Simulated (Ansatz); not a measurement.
Ansatz results at the PBE0-D4/def2-TZVP geometry: size of the dipole moment (B3LYP/def2-TZVPP) 2.52 D; size of the dipole moment (PBE/def2-TZVPP) 2.38 D; size of the dipole moment (ωB97M-V/def2-TZVPP) 2.68 D.

Question: Which molecule gave them?
A. `[CH2]OC=C`•
B. `C#C[Si](Cl)Cl`•
C. `[CH3][SnH][I]`•
D. `C[CH2][Al][Cl]`•

Answer: C. The others give `C[CH2][Al][Cl]`•: 2.05, 1.99, 2.08; `C#C[Si](Cl)Cl`•: 1.78, 1.65, 1.81; `[CH2]OC=C`•: 1.02, 0.93, 1.03.

B3LYP here is the variant with VWN-RPA as its local correlation; programs differ in this.
